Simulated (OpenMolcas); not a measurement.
## What dynamic correlation does to the levels of Nd³⁺

```
Program             : OpenMolcas 26.06
Basis               : ANO-R2 [8s7p4d3f1g]
Scalar Hamiltonian  : X2C, finite nucleus
Active space        : 3 electrons in 7 orbitals (4f)
State averaging     : 2S+1 = 4 odd, 35 roots (30 in the spin-orbit step); 2S+1 = 2 odd, 112 roots (43 in the spin-orbit step)
Spin-orbit coupling : state interaction with AMFI integrals over the reference wave functions, term energies averaged over their components
```

Methods on the same reference wave functions:
A. CASSCF
B. SS-CASPT2, IPEA 0.25 Eh, imaginary shift 0.1 Eh (closed shells correlated: 5s 5p)

Energies in cm⁻¹ above 4f³ ⁴I°_9/2, the measured ground level; measured values from the list in Arab et al., J. Quant. Spectrosc. Radiat. Transfer 229, 145 (2019) and Gaigalas et al. (2019), from Wyart et al. (2007).

```csv
Level,A,B,Measured
4f³ ⁴I°_9/2,0.0,0.0,0.0
4f³ ⁴I°_11/2,1984,2030,1897
4f³ ⁴I°_13/2,4137,4200,3907
4f³ ⁴I°_15/2,6394,6440,5989
4f³ ⁴F°_3/2,15886,13430,11698
4f³ ²H°_9/2 [75 %],15978,13360,12800
4f³ ⁴F°_5/2,16955,14540,12748
4f³ ⁴S°_3/2,17847,15340,13792
4f³ ⁴F°_7/2,17984,15540,13720
4f³ ⁴F°_9/2,19094,16640,14995
4f³ ²H°_11/2,19326,16730,16162
4f³ ²G°_7/2,22094,19020,17655
4f³ ⁴G°_5/2,24246,21030,17707
4f³ ²K°_13/2,24263,22030,20005
4f³ ²G°_9/2 [60 %],24936,21940,
4f³ ⁴G°_7/2,25661,22450,19541
4f³ ²K°_15/2,26650,24440,22044
4f³ ⁴G°_9/2,27228,24030,
```

Deviations, from unrounded energies. A percentage is the sum of absolute deviations over the sum of measured energies, with the sign that they share, or ± where signs differ.

| Against measurement | Levels | A | B |
| --- | --- | --- | --- |
| mean absolute deviation (cm-1) | 15 | 3600 | 1500 |
| fine structure of the ground term (%) | 3 | +6.1 | +7.5 |
| other terms of the ground configuration (%) | 12 | +27.5 | +11.2 |

B lies closest to measurement on these levels. The largest miss of B in the table is 4f³ ⁴G°_5/2, by +3300 cm-1. The ranking rests on the paired levels alone, and a cruder setting can come out closer through cancelling errors.

From A to B the spin-free energies of the other terms of 4f³ shown, above ⁴I°, scale by factors of 0.82 to 0.89, as is usual when dynamic correlation screens the repulsion within a d or f shell.

The lowest spin-free term lies below A's lowest term by 0.274 hartree in B.

CASPT2 does not keep the components of a term degenerate, so their means are used; among the terms shown or strongly mixed into the levels shown the widest spread is 410 cm-1 (4f³ ⁴I°, B). High states are left out of the spin-orbit mixing, which shifts the levels that they would mix with. Some levels mix across a computed gap that differs much from the measured one, so their mixing is not that of the real levels. Without dynamic correlation excited terms often stand tens of per cent too high (terms of higher spin than the ground term too low), and those without a measured partner can miss by more than the paired ones (holds for A). The CASPT2 spread within a term exceeds the gap to the next term for 4f³ ²K° and 4f³ ⁴G°, so the order of their levels is uncertain (holds for B). Some terms miss by over 15 % even with CASPT2, which points to a basis or an active space too small for the shells correlated (holds for B). Computed and measured levels are paired by configuration, term and J; levels that our copy of the source lacks, or whose pairing is in doubt (as where it misses far off the trend of its configuration), stay unpaired and out of the deviations. Levels of configurations outside the active space are missing. The table leaves out levels that lie high or whose names do not pair safely across all columns.

A share in square brackets marks a mixed level and gives the weight of the term that names it, the lowest over the columns. ° marks odd parity.
